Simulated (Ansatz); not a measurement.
Calculated with Ansatz (gas phase, PBE0-D4/def2-TZVP geometries, no zero-point term in ΔE). CCSD(T)/CBS adds triple-zeta CCSD(T) − MP2 to the extrapolated MP2 energy (def2 sets, frozen cores). This one scheme is used for every species. DFT in def2-TZVPP. B3LYP here is the variant with VWN-RPA as its local correlation; programs differ in this. Each species was taken in one conformer, which may not be the lowest.

Reaction (hydrogenolysis of a C–B bond): `BCB(C)O` + H₂ → `CB(C)O` + BH₃

```csv
level,ΔE (kcal/mol),difference from CCSD(T)/CBS
BLYP-D4,1.9,1.1
r2SCANh-D4,2.3,1.5
CAM-B3LYP-D4,-0.1,-0.9
B2PLYP,-0.5,-1.3
revPBE,1.2,0.4
BLYP,-0.6,-1.4
B3LYP,-1.3,-2.1
LC-ωPBE,0.2,-0.6
MP2/def2-SVP,1.4,0.6
HF/def2-TZVPP,-6.8,-7.6
MP2/def2-TZVPP,1.5,0.7
SCS-MP2/def2-TZVPP,-0.5,-1.3
HF/def2-QZVPP,-6.7,-7.5
MP2/def2-QZVPP,1.8,1.0
SCS-MP2/def2-QZVPP,-0.2,-1.0
CCSD/CBS(def2),-0.5,-1.3
CCSD(T)/CBS,0.8,0
```

Largest T1 diagnostic among the species: 0.012.

Leaving LDA and LC-ωPBE aside and taking each functional with its dispersion term where it has one, the values, not all of them listed here, spread over 5.5 kcal/mol, from BHLYP-D4 to revPBE-D4. LDA lies +3.1 kcal/mol from PBE without D4. The D4 term adds +1.9 kcal/mol with B3LYP and +1.1 kcal/mol with PBE0; it sums over pairs of atoms, weighted by their polarisabilities, and B3LYP, whose exchange is more repulsive, gets the larger term.
